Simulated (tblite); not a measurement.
C₆H₇NSi.
SMILES with atom numbers: `[CH3:1][Si@@H:2]1[CH:3]=[CH:4][CH:5]=[C:6]1[C:7]#[N:8]` (hydrogens: H9, H10, H11 on C1; H12 on Si2; H13 on C3; H14 on C4; H15 on C5)

Computed with GFN2-xTB (tblite), gas phase: Langevin dynamics at 300 K from the optimised GFN2-xTB geometry, time step 0.5 fs, friction 0.01 fs⁻¹, 2000 steps. The instantaneous temperature is 2·E(kin)/(3Nk) with all 3N coordinates.

```
t (fs)  T (K)  E(pot) above start (eV)  C1–Si2 (Å)  Si2–C3 (Å)  C3=C4 (Å)  C4–C5 (Å)  C5=C6 (Å)  C1–H9 (Å)
     0    239                    0.000       1.895       1.890      1.341      1.447      1.350      1.086
    25    105                    0.376       1.864       1.921      1.323      1.448      1.346      1.167
    50    195                    0.273       1.956       1.866      1.344      1.467      1.349      1.129
    75    171                    0.413       1.851       1.885      1.355      1.413      1.335      1.027
   100    169                    0.461       1.969       1.962      1.362      1.399      1.363      1.090
   125    204                    0.420       1.880       1.846      1.361      1.405      1.366      1.105
   150    244                    0.494       1.926       1.954      1.343      1.422      1.363      1.074
   175    251                    0.365       1.939       1.866      1.320      1.422      1.340      1.059
   200    142                    0.517       1.902       1.951      1.302      1.461      1.312      1.109
   225    254                    0.495       1.927       1.883      1.302      1.481      1.356      1.124
   250    352                    0.373       1.882       1.915      1.325      1.435      1.382      1.069
   275    352                    0.491       1.895       1.931      1.345      1.373      1.376      1.124
   300    284                    0.573       1.916       1.832      1.378      1.384      1.375      1.130
   325    325                    0.425       1.897       1.952      1.384      1.431      1.359      1.060
   350    248                    0.437       1.970       1.898      1.325      1.457      1.314      1.037
   375    316                    0.314       1.893       1.859      1.314      1.456      1.346      1.116
   400    232                    0.584       1.914       1.946      1.314      1.457      1.401      1.112
   425    277                    0.442       1.903       1.861      1.377      1.403      1.361      1.058
   450    344                    0.536       1.949       1.892      1.402      1.430      1.349      1.096
   475    306                    0.535       1.881       1.892      1.352      1.429      1.346      1.118
   500    302                    0.450       1.936       1.895      1.306      1.461      1.348      1.085
   525    214                    0.526       1.900       1.880      1.294      1.482      1.346      1.075
   550    335                    0.370       1.943       1.948      1.336      1.462      1.312      1.114
   575    255                    0.563       1.871       1.833      1.374      1.435      1.325      1.074
   600    233                    0.486       1.959       1.923      1.389      1.440      1.360      1.080
   625    186                    0.469       1.859       1.882      1.364      1.451      1.383      1.089
   650    265                    0.328       1.966       1.882      1.330      1.439      1.385      1.056
   675    282                    0.351       1.923       1.875      1.338      1.444      1.370      1.086
   700    217                    0.505       1.882       1.934      1.351      1.489      1.341      1.127
   725    276                    0.404       1.912       1.892      1.330      1.492      1.317      1.090
   750    251                    0.576       1.892       1.889      1.319      1.446      1.313      1.024
   775    314                    0.594       1.922       1.889      1.335      1.458      1.345      1.114
   800    388                    0.565       1.944       1.897      1.392      1.481      1.360      1.085
   825    286                    0.782       1.890       1.891      1.361      1.456      1.387      1.040
   850    245                    0.780       1.943       1.904      1.353      1.400      1.380      1.122
   875    283                    0.650       1.867       1.892      1.340      1.446      1.353      1.126
   900    265                    0.550       1.959       1.919      1.351      1.499      1.336      1.056
   925    338                    0.575       1.884       1.902      1.327      1.464      1.327      1.103
   950    333                    0.401       1.878       1.924      1.322      1.423      1.335      1.140
   975    272                    0.565       1.919       1.858      1.355      1.439      1.352      1.105
  1000    303                    0.585       1.865       1.908      1.368      1.444      1.354      1.054
```

**Question.** From 500 fs on, how do temperature and potential energy compare with equipartition?

**Answer.** The mean temperature of these 21 frames is 278 K against the target 300 K, and the mean potential energy 0.53 eV against 39 × kT/2 = 0.50 eV for 39 classical harmonic modes. For 15 atoms in a canonical ensemble the temperature itself scatters by T·√(2/(3N)) = 63 K; here its standard deviation is 47 K. The whole run lasts only 10 friction times of 100 fs, so these averages carry a wide statistical error.

**Question.** What are the kinetic and total energies of the listed frame with the highest potential energy?

**Answer.** The one at 825 fs, 0.782 eV above the start. Its kinetic energy is 3NkT/2 = 0.555 eV at 286 K, so the sum is 1.34 eV; over the listed frames the sum runs from 0.46 to 1.34 eV, since the thermostat adds and removes energy.

**Question.** How much do the listed bonds fluctuate from 500 fs on?

**Answer.** 
| bond | at the start (Å) | mean (Å) | standard deviation (Å) |
| --- | --- | --- | --- |
| C1–Si2 | 1.895 | 1.910 | 0.034 |
| Si2–C3 | 1.890 | 1.896 | 0.025 |
| C3=C4 | 1.341 | 1.345 | 0.025 |
| C4–C5 | 1.447 | 1.455 | 0.024 |
| C5=C6 | 1.350 | 1.349 | 0.023 |
| C1–H9 | 1.086 | 1.088 | 0.030 |

The motion is classical and holds no zero-point motion.

The cost below is that of the whole dynamics run. Time: 22 s of wall time; peak memory 0.18 GiB. Hardware: Arm Neoverse N1, one thread, no GPU, shared host with 64 logical CPUs at a one-minute load of 57.
